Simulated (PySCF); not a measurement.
O3Se, SMILES O=[Se+2]([O-])[O-].

The structure is a stationary point at B3LYP-D3(BJ)/def2-SVP.

Method: ωB97X/def2-TZVPD (PySCF).

Symmetry labels are those of the subgroup C2v that the program uses (full group D3h).

Question: List the valence orbital energies around the gap with their symmetry. (Estimate from the structure and the level; the computed values follow.)

Answer: 
```tsv
orbital	symmetry	energy (eV)
HOMO−7	B2	-16.98
HOMO−6	A1	-16.83
HOMO−5	B1	-16.83
HOMO−4	A1	-13.69
HOMO−3	B1	-13.69
HOMO−2	B2	-13.28
HOMO−1	A2	-13.28
HOMO	B1	-12.68
LUMO	A1	-1.71
LUMO+1	B2	-1.69
LUMO+2	B2	1.67
LUMO+3	B1	1.88
```
